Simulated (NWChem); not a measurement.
System: C₃H₆OS; SMILES C1S[C@H](C)O1

Input file for NWChem:

```
start job
memory heap 200 mb stack 900 mb global 1100 mb
geometry units angstroms noautoz
  C      0.392692     1.911253     0.296125
  C      0.005456     0.663861    -0.445886
  O     -1.259801     0.161061    -0.057751
  C     -0.897964    -1.157995     0.267108
  S      0.901274    -0.887188     0.023747
  H      1.398265     2.242570    -0.004525
  H      0.383068     1.732171     1.380398
  H     -0.321340     2.716378     0.058715
  H      0.051310     0.822554    -1.539764
  H     -1.175715    -1.430962     1.299665
  H     -1.317518    -1.900605    -0.435494
end
basis spherical
  * library def2-tzvp
end
dft
  xc b3lyp
  iterations 150
  semidirect filesize 400000000
  mulliken
end
task dft energy
```

NWChem printed, in part:

```
             Northwest Computational Chemistry Package (NWChem) 7.3.0
             --------------------------------------------------------

 C1  symmetry detected

                             Geometry "geometry" -> ""
                             -------------------------

 Output coordinates in angstroms (scale by  1.889725989 to convert to a.u.)

  No.       Tag          Charge          X              Y              Z
 ---- ---------------- ---------- -------------- -------------- --------------
    1 C                    6.0000     0.38331031     1.91343988     0.28673688
    2 C                    6.0000    -0.00040267     0.67286748    -0.46842093
    3 O                    8.0000    -1.26702832     0.16601914    -0.09014047
    4 C                    6.0000    -0.90598962    -1.15587205     0.22390229
    5 S                   16.0000     0.89411588    -0.88216075    -0.00959440
    6 H                    1.0000     1.38996651     2.24790448    -0.00671697
    7 H                    1.0000     0.36934344     1.72427120     1.36924834
    8 H                    1.0000    -0.33007101     2.72048104     0.05392124
    9 H                    1.0000     0.04984115     0.84175054    -1.56057898
   10 H                    1.0000    -1.18783315    -1.43853738     1.25273420
   11 H                    1.0000    -1.32238260    -1.89206280    -0.48728320

 Effective nuclear repulsion energy (a.u.)     236.5466333103

                                 NWChem DFT Module
                                 -----------------

 Summary of "ao basis" -> "ao basis" (spherical)
 ------------------------------------------------------------------------------
       Tag                 Description            Shells   Functions and Types
 ---------------- ------------------------------  ------  ---------------------
 C                         def2-tzvp                11       31   5s3p2d1f
 O                         def2-tzvp                11       31   5s3p2d1f
 S                         def2-tzvp                13       37   5s5p2d1f
 H                         def2-tzvp                 4        6   3s1p

            General Information
            -------------------
          SCF calculation type: DFT
          Wavefunction type:  closed shell.
          No. of atoms     :    11
          No. of electrons :    48
           Alpha electrons :    24
            Beta electrons :    24
          Charge           :     0
          Spin multiplicity:     1
          Use of symmetry is: off; symmetry adaption is: off
          Maximum number of iterations: 150
          AO basis - number of functions:   197
                     number of shells:    81
          Convergence on energy requested:  1.00D-06
          Convergence on density requested:  1.00D-05
          Convergence on gradient requested:  5.00D-04

              XC Information
              --------------
                         B3LYP Method XC Potential
                     Hartree-Fock (Exact) Exchange  0.200
                        Slater Exchange Functional  0.800 local
                    Becke 1988 Exchange Functional  0.720 non-local
              Lee-Yang-Parr Correlation Functional  0.810
                  VWN I RPA Correlation Functional  0.190 local

             Grid Information
             ----------------
          Grid used for XC integration:  medium
          Radial quadrature: Mura-Knowles
          Angular quadrature: Lebedev.
          Tag              B.-S. Rad. Rad. Pts. Rad. Cut. Ang. Pts.
          ---              ---------- --------- --------- ---------
          C                   0.70       49          12.0       434
          O                   0.60       49          10.0       434
          S                   1.00       88          11.0       590
          H                   0.35       45          12.0       434
          Grid pruning is: on
          Number of quadrature shells:   554
          Spatial weights used:  Erf1

      Superposition of Atomic Density Guess
      -------------------------------------

 Sum of atomic energies:        -588.27664839

      Non-variational initial energy
      ------------------------------

 Total energy =    -591.044517
 1-e energy   =   -1277.234164
 2-e energy   =     449.643014
 HOMO         =      -0.256360
 LUMO         =       0.005553

------------------------------------------------------------
EAF file 0: "./job.aoints.0" size=973078528 bytes
------------------------------------------------------------
               write      read    awrite     aread      wait
               -----      ----    ------     -----      ----
     calls:     1856         0         0         0         0
   data(b): 9.73e+08  0.00e+00  0.00e+00  0.00e+00
   time(s): 0.00e+00  0.00e+00  0.00e+00  0.00e+00  0.00e+00
rate(mb/s): 0.00e+00  0.00e+00
------------------------------------------------------------

     ---------------------------------------------
      Total Density - Mulliken Population Analysis
     ---------------------------------------------

    Atom       Charge   Shell Charges
 -----------   ------   -------------------------------------------------------
    1 C    6     6.51   0.86  1.12  0.56  0.67  0.12  1.28  1.43  0.43  0.01  0.04  0.00
    2 C    6     5.66   0.86  1.12  0.52  0.63  0.07  0.97  1.10  0.21  0.03  0.14  0.01
    3 O    8     8.53   0.79  1.18  0.59  0.95  0.25  1.95  2.12  0.67  0.00  0.03  0.00
    4 C    6     5.86   0.86  1.12  0.52  0.65  0.10  1.01  1.17  0.30  0.02  0.10  0.01
    5 S   16    16.29   2.01  0.49  1.48  1.08  0.77  4.18  1.69  0.91  2.40  1.19  0.02  0.06  0.01
    6 H    1     0.83   0.24  0.44  0.13  0.02
    7 H    1     0.85   0.24  0.44  0.14  0.02
    8 H    1     0.83   0.24  0.44  0.13  0.02
    9 H    1     0.89   0.25  0.47  0.15  0.02
   10 H    1     0.87   0.25  0.47  0.14  0.02
   11 H    1     0.88   0.25  0.47  0.14  0.02

   convergence    iter        energy       DeltaE   RMS-Dens  Diis-err
 ---------------- ----- ----------------- --------- --------- ---------
 d= 0,ls=0.0,diis     1   -591.3080601972 -8.28D+02  4.37D-03  1.35D+00
 d= 0,ls=0.0,diis     2   -591.2714202749  3.66D-02  2.97D-03  1.38D+00
 d= 0,ls=0.0,diis     3   -591.3955586320 -1.24D-01  8.26D-04  1.61D-01
 d= 0,ls=0.0,diis     4   -591.4109449392 -1.54D-02  2.12D-04  3.55D-03
 d= 0,ls=0.0,diis     5   -591.4112193079 -2.74D-04  8.25D-05  5.93D-04
  Resetting Diis
 d= 0,ls=0.0,diis     6   -591.4112842384 -6.49D-05  2.54D-05  3.78D-05
 d= 0,ls=0.0,diis     7   -591.4112883227 -4.08D-06  1.43D-05  3.74D-06
 d= 0,ls=0.0,diis     8   -591.4112877997  5.23D-07  8.81D-06  7.90D-06

         Total DFT energy =     -591.411287799718
      One electron energy =    -1281.388653562545
           Coulomb energy =      506.292551241074
    Exchange-Corr. energy =      -52.861818788566
 Nuclear repulsion energy =      236.546633310319

 Numeric. integr. density =       48.000005860385

                       DFT Final Molecular Orbital Analysis
                       ------------------------------------

 Vector   22  Occ=2.000000D+00  E=-3.085441D-01
              MO Center= -9.1D-02, -3.1D-01,  1.5D-02, r^2= 2.9D+00
   Bfn.  Coefficient  Atom+Function         Bfn.  Coefficient  Atom+Function
  ----- ------------  ---------------      ----- ------------  ---------------
   139      0.300632   5 S  px               68      0.219041   3 O  px
   142      0.202716   5 S  px               71      0.178982   3 O  px
    69     -0.163143   3 O  py               70     -0.142340   3 O  pz
   140     -0.141797   5 S  py               74      0.139776   3 O  px
   136      0.140060   5 S  px               37     -0.135922   2 C  px

 Vector   23  Occ=2.000000D+00  E=-2.865520D-01
              MO Center= -6.1D-01, -1.0D-01, -1.6D-01, r^2= 2.5D+00
   Bfn.  Coefficient  Atom+Function         Bfn.  Coefficient  Atom+Function
  ----- ------------  ---------------      ----- ------------  ---------------
    70      0.360015   3 O  pz               73      0.298699   3 O  pz
    76      0.227839   3 O  pz              141     -0.157994   5 S  pz
    68      0.150763   3 O  px              140     -0.148062   5 S  py
    71      0.125411   3 O  px              144     -0.119958   5 S  pz
   139      0.106288   5 S  px              181      0.105089   9 H  s

 Vector   24  Occ=2.000000D+00  E=-2.336413D-01
              MO Center=  5.1D-01, -7.0D-01, -2.9D-02, r^2= 2.6D+00
   Bfn.  Coefficient  Atom+Function         Bfn.  Coefficient  Atom+Function
  ----- ------------  ---------------      ----- ------------  ---------------
   141      0.438922   5 S  pz              144      0.351003   5 S  pz
   138      0.212811   5 S  pz              132     -0.170097   5 S  pz
   140      0.150035   5 S  py              143      0.124246   5 S  py
     5     -0.119736   1 C  s               193      0.117909  11 H  s
   187     -0.114283  10 H  s               194      0.112053  11 H  s

 Vector   25  Occ=0.000000D+00  E=-2.440824D-02
              MO Center=  6.0D-01, -7.0D-01, -2.6D-02, r^2= 3.5D+00
   Bfn.  Coefficient  Atom+Function         Bfn.  Coefficient  Atom+Function
  ----- ------------  ---------------      ----- ------------  ---------------
    98     -1.398021   4 C  s                36      1.379474   2 C  s
   143     -0.787914   5 S  py               44     -0.538046   2 C  py
   105     -0.411240   4 C  px              142     -0.376667   5 S  px
   164     -0.343138   6 H  s                 5      0.316472   1 C  s
   144      0.307223   5 S  pz              194      0.297966  11 H  s

[...]
```

Level: B3LYP/def2-TZVP. Structure relaxed at the PBE0/def2-SVP level.
